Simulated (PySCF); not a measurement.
# Computed properties of Si(Cl)2(H)(SH) (Cl₂H₂SSi), SMILES Cl[SiH](Cl)S

Si(Cl)2(H)(SH) (Cl2H2SSi), SMILES Cl[SiH](S)Cl. Coordinates come from a r2SCAN-D4/def2-SVP optimisation. Other conformers were not sampled. All values are computed for the isolated molecule unless a solvent is named; none is compared with measurement here.

**Structure.** All 12 harmonic modes at r2SCAN-D4/def2-SVP (PySCF) are real, so it is a minimum. With heavy atoms numbered as in [SiH:1]([SH:2])([Cl:3])[Cl:4], the shortest bond between them is Si1–Cl4 at 2.054 Å and the longest Si1–S2 at 2.128 Å.

**Vibrations.** The strongest infrared lines (harmonic, unscaled, degenerate partners summed) lie at 826 cm⁻¹ (135 km/mol, H 90 %, Si 9 %), 588 cm⁻¹ (128 km/mol, Si 53 %, Cl 38 %), 803 cm⁻¹ (120 km/mol, H 90 %). The softest mode is at 124 cm⁻¹ and the zero-point energy is 13.8 kcal/mol.

**Electronic structure.** ωB97X/def2-TZVPD (PySCF) places the frontier levels at -10.52 and 1.23 eV, a gap of 11.75 eV, and gives a dipole moment of 1.56 D and a mean polarisability of 73.8 bohr³.

**Excitations.** TDDFT-B3LYP/def2-SVPD (PySCF) has S1 at 5.96 eV (208 nm, f = 0.004, weak); the most intense of the 10 singlets computed lies at 7.35 eV (f = 0.05). T1 (TDA) is at 5.56 eV. No vertical singlet excitation falls in the visible range (under 3.1 eV).

**NMR.** GIAO shifts at PBE0/pcSseg-1 (PySCF) (non-relativistic, atoms alike by connectivity averaged): ¹H from 1.6 to 6.6 ppm against TMS; ²⁹Si at 31.7 ppm against TMS. Without spin–orbit terms, shifts of atoms bonded to Cl or Br come out too high.
